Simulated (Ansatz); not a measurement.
Total energies of the cluster Sn₂O₆ from Ansatz at PBE0-D4/def2-TZVP, gas phase (1 Eh = 27.2114 eV = 2625.5 kJ/mol). The reference geometry is relaxed at B3LYP-D4/def2-SVP.

```xyz
8

Sn    0.2755    1.5647   -0.9967
Sn   -1.6035    0.1288    1.0691
O     1.3811   -1.1103   -0.4094
O     0.6558    0.4905    1.0592
O     1.3558   -0.7548    0.9621
O    -1.4184    1.8685    0.0470
O    -0.7694   -0.5406   -0.9533
O     0.1231   -1.6469   -0.7780
```

```tsv
state	geometry	energy (Eh)
charge 0 singlet	reference	-879.49133
charge 1 doublet	reference	-879.16251
free Sn atom (triplet)	–	-214.25870
free O atom (triplet)	–	-75.01860
```

In the def2 sets Sn takes a core potential; there is no spin–orbit coupling. The structure holds 4 bonds between oxygen atoms, so isomers without such links may lie far lower.

**Question.** Work out the vertical ionisation energy to the doublet.

**Answer.** E(charge 1 doublet) − E(charge 0 singlet) = -879.16251 − (-879.49133) = 0.32882 Eh = 8.95 eV. For comparison, −ε of the highest occupied level is 7.16 eV at this level, 1.79 eV less.

**Question.** What is the binding energy per atom against free atoms?

**Answer.** Atoms: 2 × (-214.25870) + 6 × (-75.01860) = -878.62900 Eh. Binding: -878.62900 − (-879.49133) = 0.86233 Eh = 23.47 eV, or 2.93 eV for each of 8 atoms (no zero-point energy, no counterpoise term).

The structure comes from a short search, and lower isomers may exist.
